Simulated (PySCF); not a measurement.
Species: C4H7O3 (doublet state).
Z-matrix (Å and degrees, PBE0-D3(BJ)/def2-SVP geometry), rows numbered from 1:
```
C 
O   1  1.4020
C   2  1.3464  1  115.88
C   3  1.4894  2  115.26  1  -173.03
C   4  1.5142  3  110.96  2    82.01
O   5  1.2033  4  125.12  3    92.99
O   5  1.3391  4  112.09  3   -84.25
H   1  1.0976  2  107.49  3  -179.87
H   1  1.1042  2  111.38  3   -60.44
H   1  1.1054  2  111.29  3    60.98
H   3  1.0990  2  117.14  1   -23.55
H   4  1.0985  3  109.91  2  -159.61
H   4  1.1005  3  109.03  2   -38.92
H   7  0.9699  5  106.25  4   176.39
```

The hyperfine couplings belong to this conformer and change with its torsions.

The species is `C(O)(C[CH]OC)=O` [radical].

Level of theory: PySCF, UKS B3LYP, IGLO-III on C O, pcH-1 on H, non-relativistic, mean-field spin-orbit, GIAO. Geometry: PBE0-D3(BJ)/def2-SVP, one conformer, isolated molecule. No stability test was run, so a lower SCF solution isn't excluded.

Principal values of hyperfine tensors in MHz (contact and dipolar terms together), for some of the nuclei:

| atom | isotope | A1 | A2 | A3 |
| --- | --- | --- | --- | --- |
| C3 | 13C | 97.22 | 98.45 | 303.89 |
| C5 | 13C | 71.81 | 72.18 | 87.35 |
| H12 | 1H | 26.26 | 27.22 | 40.86 |
| H13 | 1H | 25.46 | 26.06 | 39.04 |
| H11 | 1H | -57.99 | -27.31 | 6.60 |
| O2 | 17O | -83.86 | 9.62 | 11.65 |
| C4 | 13C | -19.35 | -18.44 | -14.03 |
| H10 | 1H | 8.69 | 9.21 | 18.78 |

Task: Split each tensor into its isotropic and traceless parts, and turn a_iso into mT with g = 2.0033.

Result: a_iso is a third of the trace, T = A − a_iso, and a(mT) = a(MHz)/(g × 13.996).

```tsv
atom	a_iso (MHz)	a_iso (mT)	T1	T2	T3
C3	166.52	5.939	-69.30	-68.07	137.37
C5	77.11	2.750	-5.30	-4.93	10.24
H12	31.45	1.122	-5.19	-4.22	9.41
H13	30.19	1.077	-4.73	-4.13	8.85
H11	-26.23	-0.936	-31.76	-1.08	32.83
O2	-20.86	-0.744	-63.00	30.48	32.52
C4	-17.27	-0.616	-2.08	-1.16	3.24
H10	12.23	0.436	-3.54	-3.01	6.55
```

Task: What spin density at the nucleus of C4 lies behind its contact coupling (g_N = 1.40482)?

Result: a_FC = (2μ0/3) gₑ μB g_N μN ρ(0)/(2S·h) = 800.24 MHz × g_N × ρ(0)/(2S), with ρ in bohr⁻³. With a_FC = -17.27 MHz and 2S = 1, ρ(0) = -0.01536 bohr⁻³.

Task: H9 (1H, g_N = 5.58569) isn't in the table. Its spin density at the nucleus is 0.003011 bohr⁻³. What is its contact coupling?

Result: By the same relation, a_FC = 13.46 MHz. Its full tensor has the principal values 9.23, 10.10, 21.05 MHz.

Task: Which nucleus of the table has the largest anisotropic coupling, and what is its form?

Result: C3: -69.3, -68.1, 137.4 MHz, axial, in the ratio −1:−1:+2, the form that spin in one p orbital centred on that nucleus gives.

Task: In a single crystal, with the field along each principal axis of the tensor of H12 in turn, what first-order splitting does this nucleus give (isotropic g, quadrupole terms neglected)?

Result: 2 lines (I = 1/2), spaced by |A_i|/(g × 13.996): 0.94, 0.97, 1.46 mT along the axes of A1, A2 and A3.
